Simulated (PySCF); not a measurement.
Ionisation of boron tribromide

System: `BrB(Br)Br` (BBr3). Non-hydrogen atoms are numbered in `[Br:1][B:2]([Br:3])[Br:4]`.

Energies: ωB97X-D3(BJ)/ma-def2-TZVP (PySCF, density fitting, integration grid level 2) on PBE0-D3(BJ)/def2-SVP structures. Zero-point and thermal terms (298.15 K, 1 bar) come from unscaled PBE0-D3(BJ)/def2-SVP harmonic frequencies, with soft modes damped to free rotors in the entropy.

Frontier levels of the parent: HOMO -10.73 eV, LUMO -0.09 eV.

Oxidation to the radical cation:
* Vertical ionisation energy (electronic): 10.85 eV
* Adiabatic ionisation energy (with zero-point energy): 10.79 eV
* Adiabatic, electronic part: 10.81 eV
* Vertical gap at the product's structure: 10.81 eV
* Inner reorganisation energy (four-point): 40 meV
* Relaxation of product / of parent: 35 / 5 meV
* ⟨S²⟩ of the product: 0.757
* Largest spin populations: Br1 0.36, Br3 0.35, Br4 0.34
* Largest changes of atomic charge: Br1 0.34, Br3 0.33, Br4 0.33
* Distances that move most (Å): B2–Br4 1.899 → 1.878; B2–Br3 1.899 → 1.879; Br1–B2 1.899 → 1.880

Measured values (NIST Chemistry WebBook, evaluated or the median of agreeing entries): adiabatic ionisation energy 10.51 eV (computed 10.79, difference 0.28).

Note: spin-orbit coupling is left out of the energies, which matters for open shells on the heavier atoms; atoms from Ga to Kr are treated without relativity; the split of the reorganisation energy is sensitive to the structures, which come from another level (PBE0-D3(BJ)/def2-SVP).
